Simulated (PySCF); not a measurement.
BF2H3O2Si, SMILES OB(O)[SiH](F)F. Geometry optimised at PBE-D3(BJ)/def2-SVP. This is a generated structure with no PubChem entry under its InChIKey; it may be hypothetical. One conformer was computed; it need not be the lowest.

Q: Give the equilibrium geometry at PBE-D3(BJ)/def2-SVP (PySCF confirms it by a frequency run) as a Z-matrix. (An estimate is asked for; the answer gives what the named calculation found.)

A: Several could match; the one computed here: 
```
B
O 1 1.3614
H 2 0.9787 1 111.38
O 1 1.3709 2 120.62 3 -0.67
H 4 0.9772 1 111.02 2 -179.46
Si 1 2.0268 2 122.30 3 179.43
F 6 1.6371 1 112.70 2 -71.37
F 6 1.6535 7 106.38 1 110.31
H 6 1.4992 7 106.61 8 114.48
```
Charge 0, spin multiplicity 1.
